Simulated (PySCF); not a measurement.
Nuclear quadrupole coupling in `FC[C@H]1C[SiH2]CCO1`

Species: C5H11FOSi.
Atom-mapped SMILES: `[F:1][CH2:2][C@H:3]1[CH2:4][SiH2:5][CH2:6][CH2:7][O:8]1` (hydrogens: H9, H10 on C2; H11 on C3; H12, H13 on C4; H14, H15 on Si5; H16, H17 on C6; H18, H19 on C7)

Geometry (GFN2-xTB, Å), atoms numbered from 1 in this order:
```
atom  x, y, z in Å
F1     3.2772    0.1807   -0.5544
C2     2.3332    0.8211    0.2067
C3     0.9272    0.3829   -0.2110
C4     0.7033   -1.1050    0.0633
Si5   -1.0918   -1.5614   -0.3618
C6    -2.0465   -0.0768    0.3499
C7    -1.2865    1.2140    0.0398
O8     0.0437    1.2168    0.5101
H9     2.4629    1.8964    0.0549
H10    2.5247    0.5637    1.2524
H11    0.8136    0.5742   -1.2926
H12    1.4317   -1.6771   -0.5093
H13    0.9014   -1.2889    1.1207
H14   -1.4917   -2.8200    0.2680
H15   -1.2685   -1.6158   -1.8190
H16   -3.0547    0.0077   -0.0531
H17   -2.1380   -0.1698    1.4328
H18   -1.7552    2.0665    0.5407
H19   -1.2958    1.4002   -1.0456
```

Field gradients from the PBE0/pcSseg-1 density (PySCF, non-relativistic), principal values in atomic units, ordered |Vxx| ≤ |Vyy| ≤ |Vzz|:

```tsv
atom	Vxx	Vyy	Vzz
O8	-0.0176	-1.9590	1.9766
```

**Question.** Find the asymmetry η = (Vxx − Vyy)/Vzz and the couplings χ = eQV/h (234.96 MHz × Q in barn × V in au), with Q(17O) = −0.0256 b.

**Answer.** 
| atom | environment | nucleus | η | χzz (MHz) | χxx (MHz) | χyy (MHz) |
| --- | --- | --- | --- | --- | --- | --- |
| O8 | cyclic ether oxygen | 17O | 0.98 | -11.89 | 0.11 | 11.78 |

At O8 η is above 0.9: Vyy and Vzz are nearly equal in size and opposite in sign, so a small change could swap them and flip the sign of χzz. 

**Question.** What is Vzz at O8 in SI units (1 au = 9.71736 × 10²¹ V/m²)?

**Answer.** 1.9766 au = 19.208 × 10²¹ V/m².

**Question.** And the gradient at the other heavy atoms, for which no coupling is worked out here?

**Answer.** 
```json
{"atom": "F1", "environment": "alkyl fluorine", "Vzz (au)": "3.063", "η": "0.06"}
{"atom": "C2", "environment": "sp3 C–F carbon", "Vzz (au)": "0.535", "η": "0.18"}
{"atom": "C3", "environment": "sp3 carbon bound to oxygen", "Vzz (au)": "0.331", "η": "0.18"}
{"atom": "C4", "environment": "sp3 carbon bound to silicon", "Vzz (au)": "0.081", "η": "0.91"}
{"atom": "Si5", "environment": "SiH2 silicon", "Vzz (au)": "0.079", "η": "0.84"}
{"atom": "C6", "environment": "sp3 carbon bound to silicon", "Vzz (au)": "-0.080", "η": "0.80"}
{"atom": "C7", "environment": "sp3 carbon bound to oxygen", "Vzz (au)": "0.370", "η": "0.27"}
```

Were the hydrogens deuterons (Q(2H) = 0.00286 b), χzz would run from 107 kHz (H15) to 213 kHz (H16).

Isolated species at its GFN2-xTB geometry (one conformer only). GFN2-xTB bond lengths can be off by several hundredths of an ångström, more for odd bonds, and the gradients follow them. These gradients aren't converged with respect to the basis.
